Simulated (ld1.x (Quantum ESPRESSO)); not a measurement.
## Ranking PAW potentials for iodine

All share these settings but for the change named:

iodine (I), PAW, made with ld1.x (Quantum ESPRESSO) 7.5 (LDA (PZ), scalar-relativistic). Core [Kr], reference 4d10 5s2 5p5. Waves: 5s (bound): rcut 1.35, rcutus 1.75 bohr; 5s channel at -0.55 Ry: rcut 1.35, rcutus 1.75 bohr; 5p (bound): rcut 1.85, rcutus 2.30 bohr; 5p channel at 0.2 Ry: rcut 1.85, rcutus 2.30 bohr; 4d (bound): rcut 1.05, rcutus 1.30 bohr; 4d channel at -1 Ry: rcut 1.05, rcutus 1.30 bohr. Local part: all-electron potential smoothed inside 1.90 bohr (lloc = -1). Core correction: Bessel-smoothed model core inside 1.05 bohr. Augmentation charge: BESSEL, radius 1.15 bohr.

Test errors are all-electron minus pseudo excitation energies from the reference, over 4d10 5s2 5p4; 4d10 5s2 5p3; 4d10 5s2 5p2; 4d10 5s1 5p5; 4d9 5s2 5p5; 4d9 5s2 5p6; 4d10 5s1 5p6. None of these files shows a bound ghost.

The base gives 69.6 meV.

Of 10 variants that were run, those that failed, showed a ghost or another fault, or gave nearly equal values are left out.

A variant can come out equal or close to the base, since the largest error may sit in a test that the change hardly touches while other tests move.

Rank these variants by their largest absolute test error, smallest first.
A. core correction Bessel-smoothed model core inside 1.54 bohr
B. core correction Bessel-smoothed model core inside 0.62 bohr
C. core correction a·sin(br)/r model core, default radius (ld1.x builds one for every PAW set, though the input has nlcc=.false.)

C (38.0 meV), A (53.4 meV), B (69.9 meV).
